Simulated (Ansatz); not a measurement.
`[SiH3]NC=S` at its PBE0-D4/def2-TZVP geometry, where that method's forces vanish. Total charge 0; spin multiplicity 1.

```xyz
9

Si    1.3055    0.0667    0.1379
N    -0.3867    0.4753   -0.0719
C    -1.4183   -0.3910   -0.1297
S    -2.9872   -0.0035   -0.3246
H     1.3567   -1.4095    0.2359
H     2.0892    0.5519   -1.0242
H     1.8284    0.7024    1.3719
H    -0.6816    1.4410   -0.1647
H    -1.1059   -1.4332   -0.0307
```

**Question.** What forces (eV/Å) does PBE-D4/def2-TZVPP give on these atoms in the Gaussian-basis code of Ansatz? (Best estimate.)

**Answer.** Computed: 
```
Si1  0.194 -0.032  0.023
N2   0.247  0.087  0.021
C3  -0.078 -0.270  0.007
S4  -0.514  0.125 -0.063
H5   0.007 -0.155  0.011
H6   0.093  0.051 -0.124
H7   0.065  0.066  0.134
H8  -0.106  0.365 -0.034
H9   0.091 -0.239  0.026
```
